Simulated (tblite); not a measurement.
C₅H₄F₂.
Atom-mapped SMILES: `[CH:1]#[C:2][C@@:3]1([F:4])[CH2:5][C@H:6]1[F:7]` (hydrogens: H8 on C1; H9, H10 on C5; H11 on C6)

Structure optimised with GFN2-xTB, isolated species.

Q: List the bond lengths, angles and torsions at this level.

A: 
```
  bond  length (Å)   order
 C1≡C2       1.198  triple
 C2–C3       1.428  single
 C3–F4       1.373  single
 C3–C5       1.509  single
 C5–C6       1.496  single
 C6–F7       1.357  single
 C3–C6       1.508  single
 C1–H8       1.049  single
 C5–H9       1.079  single
C5–H10       1.079  single
C6–H11       1.083  single
```

Orders are formal, as drawn. A selection of angles:
```
    angle  degrees
 C2–C1–H8    179.3
 C1–C2–C3    179.0
 C2–C3–F4    113.7
 C2–C3–C5    121.1
 C2–C3–C6    121.6
 F4–C3–C5    115.9
 F4–C3–C6    114.7
 C5–C3–C6     59.5
 C3–C5–C6     60.2
 C3–C5–H9    116.7
C3–C5–H10    117.8
 C6–C5–H9    117.6
C6–C5–H10    118.0
H9–C5–H10    115.4
 C5–C6–F7    118.5
C5–C6–H11    120.9
F7–C6–H11    111.1
 C3–C6–C5     60.3
 C3–C6–F7    118.7
C3–C6–H11    119.1
```

Torsions: C2–C3–C5–C6 111° (anticlinal); C3–C5–C6–F7 -109° (anticlinal); C2–C3–C6–C5 -110° (anticlinal).

The 3-membered ring C3–C5–C6 has internal angles of 59.5° to 60.3°. The 5 C–C bonds span 1.198 Å (C1≡C2, drawn triple) to 1.509 Å (C3–C5, drawn single), a spread of 0.311 Å.

Point group: C1 (no symmetry element, even within 0.4 Å). Its GFN2-xTB frequencies are all real (lowest 110 cm⁻¹).

All values are computed, not measured.
